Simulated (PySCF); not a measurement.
One molecule, a ladder of functionals, a line

Molecule: `F[C@@H](C=C)[SiH3]`, C3H7FSi.

Atom-mapped SMILES (the numbers label the heavy atoms): `[CH2:1]=[CH:2][C@H:3]([F:4])[SiH3:5]`. Hydrogens are named by the atom that carries them. Ha(C1) is cis to C3; Hb(C1) is trans to C3.

GIAO shieldings (ppm, equivalent atoms averaged) in PySCF 2.14 on the PBE0-D3(BJ)/def2-SVP geometry, basis pcSseg-2, gas phase, non-relativistic:

```tsv
functional	exact exchange (%)	σ(C3)	σ(F4)	σ(Si5)
BLYP	0	76.8	388.9	380.6
BP86	0	82.6	391.4	391.0
PBE	0	82.4	389.6	392.6
B3LYP	20	84.6	404.5	391.0
PBE0	25	91.7	408.4	405.1
mPW1PW91	25	91.2	409.2	403.5
HF	100	110.5	447.9	437.6
```

(1) Fit each shielding as a line in the percentage of exact exchange.

(2) What does the line predict for BHandHLYP (50 %), and what does the run give?

## Answers

(1) σ(C3) = 81.2 + 0.30 x (rms 2.5 ppm); σ(F4) = 391.7 + 0.58 x (rms 2.1 ppm); σ(Si5) = 388.1 + 0.50 x (rms 4.8 ppm). The functionals also differ in their semilocal parts, which the line can't hold; Hartree–Fock has no correlation at all.

(2) σ(C3): 96.2 predicted, 94.7 computed; σ(F4): 420.7 predicted, 423.1 computed; σ(Si5): 413.1 predicted, 406.9 computed ppm.
